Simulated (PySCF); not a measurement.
Computed shifts of a molecule C2H6FNOSi, PBE/pcSseg-1 (PySCF), GIAO, gas phase, atoms alike by connectivity averaged where their shifts nearly agree, in ppm (number of nuclei): ¹⁵N: 34.6 (1). ²⁹Si: -33.6 (1). ¹³C: 152.7 (1), 136.1 (1). ¹⁹F: -205.4 (1). ¹H: 7.52 (1), 7.43 (1), 5.18 (2), 1.65 (1), 1.19 (1). References: ¹⁵N against NH3 (σ = 267.0 ppm); ²⁹Si against TMS (σ = 335.4 ppm); ¹⁷O against H2O (σ = 334.3 ppm); ¹³C against TMS (σ = 182.0 ppm); ¹⁹F against CFCl3 (σ = 133.6 ppm); ¹H against TMS (σ = 31.49 ppm), references at their B3LYP-D3(BJ)/def2-TZVP geometries, non-relativistic. Geometry optimised at PBE0-D3(BJ)/def2-SVP. One conformer was computed; it need not be the lowest.

### Question
Pick the molecule that these values belong to.
A) CO/C=N/[SiH2]F
B) N[Si]1(F)COC1
C) C=C[Si@](N)(O)F
D) N[SiH2]O/C=C/F

### Answer
D, N[SiH2]O/C=C/F
